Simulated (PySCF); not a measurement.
A PySCF script (with the pyscf-properties extension) for the NMR shieldings of `N[PH2+]c1ccoc1`, [C₄H₇NOP]+, on a GFN2-xTB geometry:

```python
import basis_set_exchange as bse
import numpy as np
from pyscf import gto, dft
from pyscf.prop import nmr

atoms = """
N     2.383859   -0.388551    0.281158
P     1.334878    0.563308   -0.532960
C    -0.312905    0.044496   -0.181150
C    -1.498258    0.836965   -0.271643
C    -2.513441   -0.001093    0.067369
O    -2.042771   -1.223233    0.349049
C    -0.733869   -1.215649    0.201310
H     3.372296   -0.323882    0.059774
H     2.224905   -0.537062    1.272698
H     1.426321    1.923655   -0.278933
H     1.688085    0.416162   -1.856295
H    -1.567655    1.870050   -0.543416
H    -3.571567    0.156575    0.143452
H    -0.190556   -2.122215    0.387522
"""
names = dict.fromkeys(["N", "P", "C", "O", "H"], "pcSseg-1")
basis = {el: gto.basis.parse(bse.get_basis(n, elements=[el], fmt="nwchem")) for el, n in names.items()}
mol = gto.M(atom=atoms, basis=basis, charge=1, verbose=0)
mf = dft.RKS(mol, xc="PBE0")
mf.grids.level = 2
mf.grids.alignment = dft.numint.BLKSIZE   # the property module wants whole blocks of grid points
mf.conv_tol = 1e-9
mf.kernel()

calc = nmr.RKS(mf)   # GIAO
C = mf.mo_coeff
Co = C[:, mf.mo_occ > 0]
resp = mf.gen_response(singlet=True, hermi=2)
def vind(x):   # induced exchange potential for any number of trial vectors
    d = np.einsum("pi,xij,qj->xpq", C, 2 * x.reshape(-1, C.shape[1], Co.shape[1]), Co, optimize=True)
    return np.einsum("xpq,pi,qj->xij", resp(d - d.transpose(0, 2, 1)), C, Co, optimize=True).ravel()
mo1, _ = nmr.rhf.solve_mo1(calc, with_cphf=vind)
sigma = calc.kernel(mo1)
for i, s in enumerate(sigma):   # ppm
    print("%2d %-2s %9.2f" % (i, mol.atom_pure_symbol(i), np.trace(s) / 3))
```

Task: Give the expected output.

Result: 
```
 0 N     257.15
 1 P     355.07
 2 C      89.64
 3 C      68.22
 4 C      30.44
 5 O      -5.25
 6 C      27.86
 7 H      29.03
 8 H      29.16
 9 H      23.92
10 H      23.99
11 H      24.60
12 H      23.34
13 H      23.23
```

These numbers come from an equivalent density-fitted implementation of the same equations, which agrees with the script to about 0.01 ppm for H and up to a few tenths of a ppm for heavy atoms, so last digits may differ.

Task: Turn these shieldings into chemical shifts. Referencing at the same level of theory: ¹⁵N (σ = 267.73 ppm) vs NH3; H3PO4 for ³¹P (σ = 318.38 ppm); ¹³C (σ = 186.93 ppm) and ¹H (σ = 31.72 ppm) vs TMS; ¹⁷O (σ = 336.08 ppm) against H2O.

Result: Averaging equivalent atoms: N 0: 10.6; P 1: -36.7; C 6: 159.1; C 4: 156.5; C 3: 118.7; C 2: 97.3; O 5: 341.3; H 13: 8.49; H 12: 8.38; H 9/10: 7.76; H 11: 7.12; H 7/8: 2.62 ppm. Unscaled 17O shifts of doubly bonded oxygen tend to come out too high, by tens of ppm or more. Experimental scales use liquid or dissolved standards, which lie at an offset from isolated NH3 (liquid NH3: subtract about 20 ppm) and H2O (liquid H2O: subtract about 36 ppm) and H3PO4.

Size and cost of the density-fitted run: 161 basis functions, roughly 40 core-seconds.
